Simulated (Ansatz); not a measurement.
Geometry optimisation, RKS B3LYP-D4/def2-SVP in Ansatz 0.2.0.

Input:

```yaml
crystal:
  periodic: [false, false, false]
  atoms:
    - { symbol: B, position_ang: [0.0098, -1.0917, 0.2275] }
    - { symbol: "N", position_ang: [-0.8943, 0.3218, -0.4236] }
    - { symbol: F, position_ang: [0.0499, -2.0916, -0.6226] }
    - { symbol: F, position_ang: [-0.3046, -1.2903, 1.4908] }
    - { symbol: H, position_ang: [1.5106, 0.782, 0.3321] }
    - { symbol: F, position_ang: [1.5466, -0.4134, 0.2503] }
    - { symbol: H, position_ang: [-0.0934, 1.3318, -0.0725] }
    - { symbol: F, position_ang: [0.9525, 1.8376, 0.2484] }
    - { symbol: H, position_ang: [-0.9669, 0.2461, -1.4287] }
    - { symbol: H, position_ang: [-1.8102, 0.3678, -0.0014] }
basis:
  gaussian: { orbitals: def2-SVP }
hamiltonian:
  xc: b3lyp
  dispersion: d4
relax:
  f_tol: 0.15
  max_steps: 25
  restrain:
    - { distance: [0, 5], at: 1.41, k: 30.0 }
    - { distance: [4, 7], at: 0.88, k: 30.0 }
    - { distance: [6, 1], at: 1.02, k: 30.0 }
    - { distance: [0, 1], at: 2.85, k: 30.0 }
    - { distance: [4, 5], at: 2.18, k: 30.0 }
    - { distance: [6, 7], at: 2.18, k: 30.0 }
output:
  orbitals: {}
```

Launched with:

```bash
$ ansatz run input.yaml --threads 2 --pin off --max-ram 3072MiB --backend cpu --events-out ev --progress --plain --runs-dir out
```

Problem. Where does it end, and by what steps?

Solution. It converged. The restraints hold the end off the free minimum. After 9 steps the energy has fallen by 0.477 eV (the restraints' own energy left out); B1 moved furthest, 0.71 Å. Joined: N2–H7 (1.34 → 1.02 Å), H5–F8 (1.20 → 0.91 Å).

```tsv
step	energy less start (eV)	largest force component (eV/Å)	accepted
0	0.0000	3.240	yes
1	-0.2863	2.746	yes
2	-0.0211	6.428	yes
3	-0.1512	1.536	yes
4	0.1509	1.947	yes
5	-0.1726	1.619	yes
6	-0.4455	1.117	yes
7	-0.4730	1.139	yes
8	-0.4731	1.243	yes
9	-0.4766	1.144	yes
```

```xyz
10
Properties=species:S:1:pos:R:3
B 0.436 -1.615 0.438
N -1.070 0.561 -0.572
F 0.102 -2.439 -0.525
F -0.207 -1.597 1.581
H 1.583 1.264 0.408
F 1.600 -0.908 0.328
H -0.553 1.421 -0.389
F 1.346 2.146 0.395
H -1.269 0.529 -1.572
H -1.967 0.639 -0.091
```

Time of the run: 29 s on 2 threads of Arm Neoverse V1, on a shared host, peak memory 0.23 GiB.
